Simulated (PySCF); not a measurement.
C6H5N2 (doublet state).
Structure used (GFN2-xTB), in Å, numbered top down from 1:
```xyz
13
C6H5N2 angstrom
C      1.998   -1.119    0.018
C      0.979   -0.203   -0.125
C      1.344    1.174   -0.190
N      1.637    2.279   -0.249
C     -0.365   -0.536   -0.224
C     -1.464    0.462   -0.336
C     -2.243    0.432    0.885
N     -2.835    0.380    1.860
H      1.785   -2.172    0.074
H      3.024   -0.806    0.080
H     -0.646   -1.577   -0.167
H     -1.078    1.476   -0.481
H     -2.140    0.210   -1.163
```

The hyperfine couplings belong to this conformer and change with its torsions.

As a line formula: `C(C#N)([CH]CC#N)=C` [radical].

Method: PySCF 2.14.0, UKS B3LYP, pcH-1 on C H N, non-relativistic, mean-field spin-orbit, GIAO. Geometry: GFN2-xTB, one conformer, isolated molecule. Couplings are sensitive to structure, and on GFN2-xTB geometries they can be far from those on DFT ones. The SCF solution wasn't tested for stability. ⟨S²⟩ is 0.784 where a pure state has 0.75.

Give the principal g shifts and their parts.

| Δg (ppm) | 1 | 2 | 3 |
| --- | --- | --- | --- |
| relativistic mass correction | -142 | -142 | -142 |
| gauge correction | 2 | 39 | 26 |
| orbital Zeeman/spin–orbit | -18 | 460 | 608 |
| total | -159 | 357 | 492 |

So g = 2.00216, 2.00268, 2.00281 and g_iso = 2.00255; the tensor is rhombic: the two nearest values differ by 21 % of g3 − g1. Axes: g2 points within 9° of the C1–C2 bond.

Average each term over the three axes. Which is largest in size?

The orbital-Zeeman/spin–orbit term 350, the mass correction -142 and the gauge correction 22 ppm, for a total of 230 ppm. The orbital-Zeeman/spin–orbit term is the largest in size. The mass correction is the same along every axis, so the anisotropy comes from the other two: their spans along these axes are 37 (gauge) and 626 ppm (orbital Zeeman/spin–orbit).

What are the electron Larmor frequencies g μB B/h along the three axes at 350 mT?

9.8080, 9.8105, 9.8111 GHz for g1, g2 and g3, a range of 3.2 MHz.

What effective moment and Curie constant follow for a powder?

With the mean of g² = 4.0102 and S(S+1) = 0.75: μ_eff = √(⟨g²⟩S(S+1)) = 1.734 μB and χT = 0.12505·⟨g²⟩·S(S+1) = 0.376 cm³ K/mol (cgs; spin-Hamiltonian part alone).

In a frozen sample, at which fields do the three g values resonate at 9.5, 34, 94 and 263 GHz (hyperfine left aside), and which band first spreads them over more than twice a line width of 0.5 mT?

| band | GHz | B(g3) mT | B(g2) mT | B(g1) mT | spread mT |
| --- | --- | --- | --- | --- | --- |
| X | 9.5 | 338.90 | 338.92 | 339.01 | 0.11 |
| Q | 34.0 | 1212.91 | 1212.99 | 1213.30 | 0.39 |
| W | 94.0 | 3353.33 | 3353.56 | 3354.42 | 1.09 |
| J | 263.0 | 9382.19 | 9382.82 | 9385.24 | 3.05 |

The spread grows in proportion to the frequency. W band is the first where it exceeds 1.0 mT.

The Mulliken spin populations are largest on C1 (+0.69), C5 (+0.68) and C2 (-0.26). The positive populations add up to 1.45 and the negative ones to -0.45, together 2S = 1. The angles at C1 add up to 360.0°, so it is planar; its axial dipolar tensor and the negative couplings of its protons fit spin in a p orbital normal to that plane.

The HOMO–LUMO gaps are 4.95 eV among the α and 5.27 eV among the β orbitals.
